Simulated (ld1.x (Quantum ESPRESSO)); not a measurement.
## Pseudopotential generation for Si (Z = 14): RRKJ, PBE, scalar-relativistic.

The input file (ld1.x (Quantum ESPRESSO) 7.5):

```
&input
   title='Si', zed=14., rel=1, dft='PBE', iswitch=3,
   config='[Ne] 3s2 3p1.5 3d-2',
   nld=3, rlderiv=2.45, eminld=-3.0, emaxld=5.0, deld=0.02
 /
 &inputp
   pseudotype=2, tm=.false., lloc=0,
   nlcc=.false.,
   file_pseudopw='Si.UPF', file_wfcaegen='ae.wfc', file_wfcncgen='nc.wfc', file_beta='beta', file_chi='chi'
 /
3
3P  2  1   1.50   0.00  2.25  2.25  0.0
3D  3  2  -2.00   0.25  1.90  1.90  0.0
3S  1  0   2.00   0.00  1.50  1.50  0.0
 &test
   configts(1)='3s2 3p1.5'
 /
```

Command:

```bash
ld1.x < Si.in > Si.out
```

Resulting log (shortened: banner, matrices, multipoles, cross overlaps and the repeated all-electron block are left out):

```
[... start of the log left out ...]
     3 0     3S 1( 2.00)        -1.0825        -0.5412       -14.7276
     3 1     3P 1( 1.50)        -0.5642        -0.2821        -7.6766

     final scf error:  7.8E-15 reached in  27 iterations

     Etot =    -579.460145 Ry,    -289.730073 Ha,   -7883.956911 eV

     Ekin =     580.910384 Ry,     290.455192 Ha,    7903.688414 eV
     Encl =   -1379.233273 Ry,    -689.616637 Ha,  -18765.424658 eV
     Eh   =     259.944384 Ry,     129.972192 Ha,    3536.723524 eV
     Exc  =     -41.081640 Ry,     -20.540820 Ha,    -558.944190 eV

     normalization and overlap integrals

     s(1S/1S) =  1.000000  <r> =   0.1113  <r2> =    0.0167  r(max) =   0.0723
     s(2S/2S) =  1.000000  <r> =   0.5679  <r2> =    0.3855  r(max) =   0.4543
     s(2P/2P) =  1.000000  <r> =   0.5375  <r2> =    0.3647  r(max) =   0.3861
     s(3S/3S) =  1.000000  <r> =   2.1112  <r2> =    5.1656  r(max) =   1.7744
     s(3P/3P) =  1.000000  <r> =   2.6052  <r2> =    8.0398  r(max) =   2.0874

     ------------------------ End of All-electron run ------------------------

     --------------------- Generating NC pseudopotential ---------------------

      Generating local pot.: lloc=0, matching radius rcloc =   1.5000

      Wfc   3P  rcut= 2.250  Estimated cut-off energy=       34.47 Ry
      This function has    0 nodes for 0 < r <    2.250
           1        1142        1141   100.57891772890692

 %%%%%%%%%%%%%%%%%%%%%%%%%%%%%%%%%%%%%%%%%%%%%%%%%%%%%%%%%%%%%%%%%%%%%%%%%%%%%%
     Error in routine compute_chi (1):
     n is too large
 %%%%%%%%%%%%%%%%%%%%%%%%%%%%%%%%%%%%%%%%%%%%%%%%%%%%%%%%%%%%%%%%%%%%%%%%%%%%%%

     stopping ...
```

The run stopped because near the origin the numerical χ = (ε − T − V_loc)φ did not join its small-r series within 0.05 bohr.

The run took about 0.06 s on one core of a shared server CPU.
